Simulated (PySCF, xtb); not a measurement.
NbF4, SMILES [F][Nb+]([F])([F])[F], charge +1, multiplicity 1.

Harmonic wavenumbers (cm⁻¹) from xtb 6.7.1 with GFN2-xTB at its own minimum, in rising order: 158, 158, 158, 172, 172, 513, 567, 567, 568.

Q: What does PySCF with PBE0-D3(BJ)/def2-SVP give at its own minimum? (Estimate from the structure and the level; the computed values follow.)

A: 189, 189, 190, 190, 190, 801, 843, 843, 843. Paired by order, the mean absolute difference is 138 cm⁻¹ and the zero-point energies are 4.3 and 6.1 kcal/mol.
